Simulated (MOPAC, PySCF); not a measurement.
[Ta(F)4(NH2)], neutral singlet in the gas phase. 

Cartesian coordinates (Å):
```xyz
8

Ta    -0.0153     0.0754    -0.0268
F      0.8750    -0.3978    -1.6387
F     -1.1167     0.4733     1.4708
F      0.9645    -1.2034     0.9585
F      0.4954     1.8845    -0.2062
N     -1.6652    -0.5118    -0.9191
H     -1.6956    -0.8770    -1.8760
H     -2.5900    -0.4866    -0.4789
```
Charge 0, multiplicity 1.

All levels are single points at this geometry (PBE-D3(BJ)/def2-SVP); Pople sets use spherical d functions. Orbital energies aren't observables, and empty levels follow the basis.

B3LYP-D3(BJ)/def2-TZVP in PySCF gives dipole (D) = 2.55.

### Question
Estimate the dipole (D) from each of these levels: PBE-D3(BJ)/def2-TZVP in PySCF; TPSSh-D3(BJ)/def2-TZVP in PySCF; B3LYP/6-311+G** (LANL2DZ on Ta) in PySCF; B3LYP/6-31G* (LANL2DZ on Ta) in PySCF; B3LYP/LANL2DZ in PySCF; BP86/6-31G* (LANL2DZ on Ta) in PySCF; M06-2X/6-31G* (LANL2DZ on Ta) in PySCF; PBE/6-31G* (LANL2DZ on Ta) in PySCF; SVWN5/6-31G* (LANL2DZ on Ta) in PySCF; HF/6-31G* (LANL2DZ on Ta) in PySCF; PM6 in MOPAC; PM7 in MOPAC.

### Answer

```tsv
level	dipole (D)
PBE-D3(BJ)/def2-TZVP in PySCF	2.46
TPSSh-D3(BJ)/def2-TZVP in PySCF	2.45
B3LYP/6-311+G** (LANL2DZ on Ta) in PySCF	2.88
B3LYP/6-31G* (LANL2DZ on Ta) in PySCF	2.65
B3LYP/LANL2DZ in PySCF	3.16
BP86/6-31G* (LANL2DZ on Ta) in PySCF	2.55
M06-2X/6-31G* (LANL2DZ on Ta) in PySCF	2.80
PBE/6-31G* (LANL2DZ on Ta) in PySCF	2.54
SVWN5/6-31G* (LANL2DZ on Ta) in PySCF	2.67
HF/6-31G* (LANL2DZ on Ta) in PySCF	2.74
PM6 in MOPAC	4.29
PM7 in MOPAC	5.32
```
